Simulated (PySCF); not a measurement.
## Vertical excitation energies

Compound: C₃H₈Si₂.
SMILES: `CC#C[SiH2][SiH3]`

Computed, not measured: TDDFT CAM-B3LYP/def2-SVPD, vertical, gas phase, core orbitals frozen in the response (PySCF 2.14.0, density-fitted response routines). Isolated species at its PBE0-D3(BJ)/def2-SVP geometry, gas phase.

```
state  E (eV)  λ (nm)       f  main configurations (H = HOMO, L = LUMO)
   S1    5.80   213.9  0.0009                  H→L+2 (60%), H-1→L (14%)
   S2    6.04   205.4   0.023                  H→L (36%), H-1→L+2 (36%)
   S3    6.06   204.5  0.0023    H-1→L (50%), H→L+2 (18%), H-1→L+3 (8%)
   S4    6.84   181.3   0.012                               H→L+1 (76%)
   S5    7.13   174.0  0.0013                 H-1→L+1 (82%), H-1→L (8%)
   S6    7.21   172.0   0.020                    H→L+3 (68%), H→L (14%)
   S7    7.34   169.0   0.021   H→L+5 (59%), H-2→L+2 (15%), H→L+2 (12%)
   S8    7.48   165.8   0.657     H→L (31%), H-1→L+2 (23%), H-2→L (19%)
   S9    7.64   162.3   0.106                 H→L+4 (77%), H-2→L+1 (8%)
  S10    7.84   158.1  0.0000              H-1→L+3 (56%), H-1→L+4 (17%)
```

Triplets (Tamm–Dancoff): T1 4.84 eV, H→L (30%), H-1→L+2 (30%); T2 5.27 eV, H→L+2 (42%), H-1→L (19%); T3 5.27 eV, H-1→L+2 (40%), H→L (21%); T4 5.83 eV, H-1→L (39%), H→L+2 (34%).

The lowest singlet lies at 5.80 eV (214 nm, ultraviolet) and is very weak; its leading configuration is HOMO→LUMO+2 (60%). The strongest level in the table is S8 at 7.48 eV (166 nm, f = 0.657). Löwdin shares by element: HOMO carbon 53% or more, silicon 28% (atoms not listed hold the other 19%); LUMO silicon 42%, carbon 28% or more (atoms not listed hold the other 31%). The listed states span 2.05 eV, and the widest gap between neighbours is 0.78 eV (S3 to S4). The oscillator strengths of these states sum to 0.844; summed over the whole spectrum of an exact calculation they would give the number of electrons, 54 (Thomas–Reiche–Kuhn). Of the 10 states listed, 6 reach f = 0.01 and 1 stays under 0.0005. The vertical ionisation energy (ΔSCF) is 9.41 eV, 1.56 eV above S10. Only the lowest 10 singlets were computed, as vertical energies without vibronic structure.
